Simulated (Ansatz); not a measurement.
NiH2(PH3)2 (NiP₂H₈), relaxed as a triplet with UKS PBE-D4/def2-SVP in Ansatz, starting from the PBE-D4/def2-SVP geometry of the neutral singlet. Force threshold 0.02 eV/Å.

At PBE-D4/def2-SVP a singlet of charge 0 lies 1.71 eV below the triplet, each at its own geometry.

Start:

```csv
atom,x (Å),y (Å),z (Å)
Ni1,-0.6721,-0.3507,-0.1240
H2,-1.9995,-1.1015,0.1188
H3,-1.9124,-0.9301,-0.8386
P4,0.4725,0.4750,-1.6789
H5,1.7483,1.1269,-1.4889
H6,-0.0536,1.5200,-2.5236
H7,0.9309,-0.3303,-2.7851
P8,0.1577,-0.1494,1.7945
H9,0.4539,-1.3022,2.6105
H10,-0.5458,0.5434,2.8468
H11,1.4200,0.4989,2.0684
```

```tsv
step	energy (eV)	largest force component (eV/Å)	SCF passes
1	-59721.7721	0.639	64
2	-59721.9118	0.406	50
3	-59721.9537	0.236	44
4	-59721.9627	0.070	48
5	-59721.9675	0.040	49
6	-59721.9706	0.047	45
7	-59721.9714	0.046	45
8	-59721.9756	0.070	47
9	-59721.9901	0.388	59
10	-59722.0900	0.543	113
11	-59722.3154	0.548	60
13	-59722.4780	0.280	39
15	-59722.5581	0.250	37
17 (rejected)	-59722.5580	0.219	39
19	-59722.5794	0.050	35
21	-59722.5884	0.146	34
23	-59722.5953	0.144	33
25	-59722.5998	0.218	33
27	-59722.6070	0.116	34
29	-59722.6124	0.129	35
31	-59722.6409	0.289	35
33	-59722.8811	0.435	34
35	-59723.0398	0.201	34
37 (rejected)	-59723.0431	0.251	33
39	-59723.0677	0.238	34
41	-59723.0709	0.045	33
42	-59723.0713	0.006	28
```

Force components are those of the run's own axes.

End:

Cartesian coordinates in Å:
```
Ni -0.300 -1.062 -0.125
H -1.640 -0.287 0.051
H -0.425 -2.061 -1.296
P 0.258 0.424 -1.590
H 1.461 0.378 -2.385
H 0.333 1.839 -1.308
H -0.648 0.521 -2.694
P 0.184 -0.195 1.842
H -0.662 -0.533 2.951
H 0.023 1.227 1.954
H 1.417 -0.251 2.599
```

By distances, no bond broke or formed. The bond that changes most is Ni1–P8, from 2.10 to 2.20 Å (atoms count from 1). A close non-bonded pair moves further: H2–H3, from 0.98 to 2.54 Å.

No frequencies were taken in this run, so the end may be a saddle point.

It took 1.7 min on 4 threads of Arm Neoverse V1 on a shared host.
